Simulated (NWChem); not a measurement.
System: C₅H₁₀; SMILES C=CCCC

The following NWChem deck was run.

```
start job
memory heap 200 mb stack 900 mb global 1100 mb
geometry units angstroms noautoz
  C     -0.229843    -2.330265    -0.273791
  C     -0.351535    -1.120594     0.275972
  C      0.752426    -0.116265     0.402601
  C      0.535848     1.169191    -0.404911
  C     -0.673703     1.989628     0.018821
  H      0.727314    -2.681969    -0.674034
  H     -1.077751    -3.017249    -0.341790
  H     -1.333474    -0.821940     0.664992
  H      1.701962    -0.583808     0.094077
  H      0.870464     0.155284     1.468658
  H      0.451688     0.907338    -1.473748
  H      1.444059     1.789056    -0.314041
  H     -0.614766     2.270359     1.083323
  H     -1.616502     1.439871    -0.127052
  H     -0.746869     2.920143    -0.564522
end
basis spherical
  * library 3-21g
end
dft
  xc b3lyp
  iterations 150
  mulliken
end
task dft energy
```

Output (shortened):

```
             Northwest Computational Chemistry Package (NWChem) 7.3.0
             --------------------------------------------------------

 C1  symmetry detected

                             Geometry "geometry" -> ""
                             -------------------------

 Output coordinates in angstroms (scale by  1.889725989 to convert to a.u.)

  No.       Tag          Charge          X              Y              Z
 ---- ---------------- ---------- -------------- -------------- --------------
    1 C                    6.0000    -0.22335857    -2.32764077    -0.28412981
    2 C                    6.0000    -0.35438890    -1.12020479     0.26839316
    3 C                    6.0000     0.74647669    -0.11517248     0.41483953
    4 C                    6.0000     0.54017751     1.17311501    -0.39084948
    5 C                    6.0000    -0.67632570     1.99062399     0.01839165
    6 H                    1.0000     0.73990395    -2.67678276    -0.67176993
    7 H                    1.0000    -1.06940956    -3.01527706    -0.36703291
    8 H                    1.0000    -1.34220769    -0.82409643     0.64425066
    9 H                    1.0000     1.70091986    -0.58051014     0.11835813
   10 H                    1.0000     0.84872582     0.15244154     1.48351966
   11 H                    1.0000     0.47183211     0.91524413    -1.46178083
   12 H                    1.0000     1.44626952     1.79361090    -0.28445730
   13 H                    1.0000    -0.63315918     2.26736196     1.08469401
   14 H                    1.0000    -1.61628365     1.44040765    -0.14323343
   15 H                    1.0000    -0.74207732     2.92327447    -0.56241838

 Effective nuclear repulsion energy (a.u.)     171.9595833199

                                 NWChem DFT Module
                                 -----------------

 Summary of "ao basis" -> "ao basis" (spherical)
 ------------------------------------------------------------------------------
       Tag                 Description            Shells   Functions and Types
 ---------------- ------------------------------  ------  ---------------------
 C                           3-21g                   5        9   3s2p
 H                           3-21g                   2        2   2s

            General Information
            -------------------
          SCF calculation type: DFT
          Wavefunction type:  closed shell.
          No. of atoms     :    15
          No. of electrons :    40
           Alpha electrons :    20
            Beta electrons :    20
          Charge           :     0
          Spin multiplicity:     1
          Use of symmetry is: off; symmetry adaption is: off
          Maximum number of iterations: 150
          AO basis - number of functions:    65
                     number of shells:    45
          Convergence on energy requested:  1.00D-06
          Convergence on density requested:  1.00D-05
          Convergence on gradient requested:  5.00D-04

              XC Information
              --------------
                         B3LYP Method XC Potential
                     Hartree-Fock (Exact) Exchange  0.200
                        Slater Exchange Functional  0.800 local
                    Becke 1988 Exchange Functional  0.720 non-local
              Lee-Yang-Parr Correlation Functional  0.810
                  VWN I RPA Correlation Functional  0.190 local

             Grid Information
             ----------------
          Grid used for XC integration:  medium
          Radial quadrature: Mura-Knowles
          Angular quadrature: Lebedev.
          Tag              B.-S. Rad. Rad. Pts. Rad. Cut. Ang. Pts.
          ---              ---------- --------- --------- ---------
          C                   0.70       49          12.0       434
          H                   0.35       45          12.0       434
          Grid pruning is: on
          Number of quadrature shells:   695
          Spatial weights used:  Erf1

      Superposition of Atomic Density Guess
      -------------------------------------

 Sum of atomic energies:        -192.28079690

      Non-variational initial energy
      ------------------------------

 Total energy =    -195.692755
 1-e energy   =    -596.767808
 2-e energy   =     229.115469
 HOMO         =      -0.291729
 LUMO         =       0.035469

     ---------------------------------------------
      Total Density - Mulliken Population Analysis
     ---------------------------------------------

    Atom       Charge   Shell Charges
 -----------   ------   -------------------------------------------------------
    1 C    6     6.53   1.99  0.44  1.56  1.01  1.53
    2 C    6     6.20   1.99  0.43  1.50  0.94  1.33
    3 C    6     6.51   1.99  0.39  1.54  1.13  1.46
    4 C    6     6.47   1.99  0.39  1.53  1.11  1.45
    5 C    6     6.72   1.99  0.40  1.59  1.13  1.62
    6 H    1     0.76   0.42  0.34
    7 H    1     0.76   0.42  0.34
    8 H    1     0.76   0.42  0.34
    9 H    1     0.76   0.42  0.34
   10 H    1     0.75   0.41  0.34
   11 H    1     0.76   0.42  0.34
   12 H    1     0.76   0.42  0.34
   13 H    1     0.76   0.42  0.34
   14 H    1     0.76   0.42  0.34
   15 H    1     0.75   0.42  0.34

   convergence    iter        energy       DeltaE   RMS-Dens  Diis-err
 ---------------- ----- ----------------- --------- --------- ---------
 d= 0,ls=0.0,diis     1   -195.4188222231 -3.67D+02  7.85D-03  4.55D-01
 d= 0,ls=0.0,diis     2   -195.4643853328 -4.56D-02  4.24D-03  2.68D-02
 d= 0,ls=0.0,diis     3   -195.4613975412  2.99D-03  2.68D-03  4.79D-02
 d= 0,ls=0.0,diis     4   -195.4677062206 -6.31D-03  4.21D-04  1.20D-03
 d= 0,ls=0.0,diis     5   -195.4678572877 -1.51D-04  1.15D-04  7.88D-05
  Resetting Diis
 d= 0,ls=0.0,diis     6   -195.4678672091 -9.92D-06  1.81D-05  1.11D-06
 d= 0,ls=0.0,diis     7   -195.4678673458 -1.37D-07  1.03D-05  1.29D-07
 d= 0,ls=0.0,diis     8   -195.4678673430  2.75D-09  5.26D-06  1.54D-07

[...]
```

Level: B3LYP/3-21G. Geometry: optimised at PBE0/def2-SVP.
